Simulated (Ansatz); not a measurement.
Reaction (substitution at a C–C bond): `CCCC(=O)CCC` + `[SiH3]SS` → `CCSS[SiH3]` + `CCCC(C)=O`

Isolated molecules relaxed with PBE0-D4/def2-TZVP in Ansatz; ΔE leaves out vibrations. CBS: MP2 limit from def2 TZ/QZ plus the TZ coupled-cluster correction, frozen cores. DFT in def2-TZVPP. B3LYP here is the variant with VWN-RPA as its local correlation; programs differ in this. One conformer a species, not always the lowest.

| level | ΔE (kcal/mol) | difference from CCSD(T)/CBS |
| --- | --- | --- |
| B3LYP-D4 | -2.9 | -0.8 |
| PBE | -2.8 | -0.7 |
| r2SCAN | -2.7 | -0.6 |
| B3LYP | -1.6 | 0.5 |
| SCS-MP2/def2-TZVPP | -1.9 | 0.2 |
| CCSD/def2-TZVPP | -0.6 | 1.5 |
| CCSD(T)/def2-TZVPP | -1.3 | 0.8 |
| HF/def2-QZVPP | 0.3 | 2.4 |
| SCS-MP2/def2-QZVPP | -2.3 | -0.2 |
| CCSD/CBS(def2) | -1.5 | 0.6 |
| CCSD(T)/CBS | -2.1 | 0 |

Largest T1 diagnostic among the species: 0.012.

The D4 term adds −1.2 kcal/mol with B3LYP and −0.6 kcal/mol with PBE0; it sums over pairs of atoms, weighted by their polarisabilities, and B3LYP, whose exchange is more repulsive, gets the larger term. In def2-TZVPP, CCSD(T) changes the Hartree–Fock value by −1.6 kcal/mol (the triples alone add −0.7 kcal/mol) and MP2 by −2.9 kcal/mol.

CCSD(T)/CBS has its own doubt, a few kJ/mol and more with outer-core shells, so smaller differences from it don't rank the levels.
